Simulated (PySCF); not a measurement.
C₆H₄FN₃.
Atom-mapped SMILES: `[F:1][c:2]1[cH:3][cH:4][cH:5][c:6]2[cH:7][n:8][n:9][n:10]12` (hydrogens: H11 on C3; H12 on C4; H13 on C5; H14 on C7)

Theory: TDDFT CAM-B3LYP/def2-SVPD, vertical, gas phase, core orbitals frozen in the response (PySCF). Isolated species at its GFN2-xTB geometry, gas phase.

Broadening: Gaussians 0.5 eV wide at half height, area fixed by f = 4.319×10⁻⁹ ∫ε dν̃. The width is an assumption, not a result. The curve ends short of the highest state used, and states not computed would add to its high-energy end.

λ (nm), ε (L mol⁻¹ cm⁻¹) and a bar:
```
    196.2      10766 ##############################
    198.5       5958 #################
    200.8       2997 ########
    203.1       1392 ####
    205.4        623 ##
    207.7        303 #
    210.0        205 #
    212.3        209 #
    214.6        262 #
    216.9        342 #
    219.2        451 #
    221.5        604 ##
    223.8        834 ##
    226.1       1183 ###
    228.4       1687 #####
    230.7       2363 #######
    233.0       3191 #########
    235.3       4113 ###########
    237.6       5036 ##############
    240.0       5889 ################
    242.3       6503 ##################
    244.6       6861 ###################
    246.9       6954 ###################
    249.2       6818 ###################
    251.5       6520 ##################
    253.8       6141 #################
    256.1       5753 ################
    258.4       5403 ###############
    260.7       5114 ##############
    263.0       4882 ##############
    265.3       4685 #############
    267.6       4492 #############
    269.9       4278 ############
    272.2       4021 ###########
    274.5       3716 ##########
    276.8       3365 #########
    279.1       2981 ########
    281.4       2581 #######
    283.7       2184 ######
    286.0       1807 #####
    288.3       1462 ####
    290.6       1157 ###
    292.9        897 ##
    295.3        674 ##
    297.6        502 #
    299.9        368 #
    302.2        264 #
    304.5        187 #
    306.8        130 
    309.1         90 
    311.4         61 
    313.7         41 
    316.0         27 
    318.3         17 
    320.6         11 
    322.9          7
```

(1) Locate the maxima and give the states behind the curve.

(2) Coming from long wavelengths, where does ε first pass 100 L mol⁻¹ cm⁻¹?

(3) On this curve, what absorbance would a 10⁻⁴ mol/L sample give at 248 nm over a 1 cm path?

Results:

(1) 247 nm (5.03 eV), ε about 7000, made up of S2 (94%) (ε in L mol⁻¹ cm⁻¹; maxima over ε = 5, shares over 10%). At its high-energy end, 6.32 eV, the curve is still rising (ε about 11000, from S6). The states used: S1 4.59 eV (f 0.068); S2 5.06 eV (f 0.122); S3 5.57 eV (f 0.0064); S4 5.84 eV (f 0.0003); S5 6.28 eV (f 0.0009); S6 6.65 eV (f 0.654); S7 6.72 eV (f 0.0051); S8 6.92 eV (f 0.053).

(2) At about 308 nm (4.02 eV), 0.57 eV below S1.

(3) 248 nm is 4.999 eV, where ε is about 6900 L mol⁻¹ cm⁻¹, so A = ε c l ≈ 0.69 (Beer–Lambert, with the gas-phase spectrum and the assumed width).

On Arm Neoverse V1, one thread, on a shared host, this took 77 s of wall time.
